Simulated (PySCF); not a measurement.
Compound: C₄H₅BCl₂.
SMILES: `C=C/C=C\B(Cl)Cl`

Torsions of this conformer, `[CH2:1]=[CH:2]/[CH:3]=[CH:4]\[B:5]([Cl:6])[Cl:7]`: C1–C2–C3–C4 180°, C3–C4–B5–Cl6 180°.

The closed-shell ground state was solved at several levels (PySCF, density fitting, gas phase, non-relativistic). Geometry: GFN2-xTB, one conformer, isolated molecule.

```json
{"level": "PBE0/def2-SVPD", "basis functions": "194", "total energy (Eh)": "-1099.8119", "HOMO (eV)": "-7.41", "LUMO (eV)": "-2.49", "gap (eV)": "4.92", "dipole (D)": "2.61"}
{"level": "PBE0/pcSseg-1", "basis functions": "158", "total energy (Eh)": "-1100.1460", "HOMO (eV)": "-7.42", "LUMO (eV)": "-2.47", "gap (eV)": "4.95", "dipole (D)": "2.75"}
```

Question: What might CAM-B3LYP/def2-SVPD (194 basis functions) give for the same quantities?

Answer: Total energy -1100.2508 Eh, HOMO -8.57 eV, LUMO -1.40 eV, gap 7.17 eV, dipole 2.55 D.

Question: Over all these levels, which gives the widest orbital gap and which the narrowest?

Answer: CAM-B3LYP/def2-SVPD (range-separated hybrid) has the widest, 7.17 eV, and PBE0/def2-SVPD (global hybrid, 25 % exact exchange) the narrowest, 4.92 eV. The two share the basis. From the narrowest to the widest the HOMO moves by -1.16 eV and the LUMO by +1.09 eV.

Question: How far do the dipole and the HOMO energy spread over the levels?

Answer: The dipole runs from 2.55 to 2.75 D (mean 2.64 D) and the HOMO from -8.57 to -7.41 eV.
